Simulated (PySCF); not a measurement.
## Reproducing measurements on toluene

**Measured values to compare with.**

From NIST CCCBDB Release 22 (SRD 101), experimental dipoles, for the gas: dipole moment 0.332 D.

NIST CCCBDB Release 22 (SRD 101), experimental polarizabilities lists, for the gas: mean polarisability 11.861 Å³.

The runs below try to reproduce these values; the comparison stands at the end.

Toluene, C7H8.
SMILES with atom numbers: `[CH3:1][c:2]1[cH:3][cH:4][cH:5][cH:6][cH:7]1` (hydrogens: H8, H9, H10 on C1; H11 on C3; H12 on C4; H13 on C5; H14 on C6; H15 on C7)

Geometry (GFN2-xTB, Å), atoms numbered from 1 in this order:
```xyz
15
C7H8 angstrom
C      2.1959   -0.2589   -0.0932
C      0.7090   -0.0753   -0.0396
C     -0.1324   -1.1820   -0.0157
C     -1.5048   -1.0263    0.0470
C     -2.0588    0.2422    0.0866
C     -1.2308    1.3506    0.0639
C      0.1428    1.1916    0.0007
H      2.5643   -0.6146    0.8694
H      2.4651   -0.9982   -0.8455
H      2.6971    0.6775   -0.3258
H      0.2959   -2.1742   -0.0475
H     -2.1450   -1.8966    0.0653
H     -3.1308    0.3652    0.1353
H     -1.6547    2.3439    0.0948
H      0.7827    2.0630   -0.0176
```

Runs made with PySCF (gas phase, on this GFN2-xTB geometry; no spin–orbit coupling):

| level | job | basis functions |
| --- | --- | --- |
| PBE0/pcSseg-1 | shieldings, ring-centre shieldings, charges and field gradients, density and orbital grids written | 159 |
| OLYP/ANO-RCC-VDZP, energy threshold 1e-07 Eh, start guess atom | shieldings, ring-centre shieldings | 138 |
| wB97X-D/def2-SVPD | 8 singlets by full TDDFT, 3 Tamm–Dancoff triplets, polarisability | 204 |
| PBE0/def2-SVPD | 6 singlets by full TDDFT, 2 Tamm–Dancoff triplets, polarisability, density and orbital grids written | 204 |
| CAM-B3LYP/def2-SVPD, energy threshold 1e-11 Eh, start guess vsap | 25 singlets by full TDDFT, polarisability | 204 |

## Comparison

**Dipole moment.** Measured: 0.332 D (NIST CCCBDB Release 22 (SRD 101), experimental dipoles).

```tsv
level	computed (D)	computed − measured (D)	% (from the printed values)
PBE0/pcSseg-1	0.412	+0.080	+24
OLYP/ANO-RCC-VDZP	0.389	+0.057	+17
wB97X-D/def2-SVPD	0.390	+0.058	+17
PBE0/def2-SVPD	0.389	+0.057	+17
CAM-B3LYP/def2-SVPD	0.376	+0.044	+13
```

Closest is CAM-B3LYP/def2-SVPD (+0.044 D), furthest PBE0/pcSseg-1 (+0.080 D); one molecule doesn't rank methods. All 5 levels lie above the measurement. The computed dipoles belong to one fixed geometry; measured ones are averaged over vibrations unless marked μe. Magnitudes are compared, not signs.

**Mean polarisability.** Measured: 11.861 Å³ (NIST CCCBDB Release 22 (SRD 101), experimental polarizabilities).

```
              level  computed (Å³)  computed − measured (Å³)  % (from the printed values)
  wB97X-D/def2-SVPD         11.698                    -0.163                           -1
     PBE0/def2-SVPD         11.690                    -0.171                           -1
CAM-B3LYP/def2-SVPD         11.666                    -0.195                           -2
```

Closest is wB97X-D/def2-SVPD (-0.163 Å³), furthest CAM-B3LYP/def2-SVPD (-0.195 Å³); one molecule doesn't rank methods. All 3 levels lie below the measurement. The computed values are static and purely electronic, with core orbitals frozen in the response (1 au = 0.148185 Å³). The table of measured values doesn't say here whether a value is static or optical, or holds a vibrational part.

The geometry is computed, not the measured one. Where a level misses, the cause wasn't examined.

wB97X-D is run here without its empirical dispersion term; that term would change no orbital, density or response property at a fixed geometry.
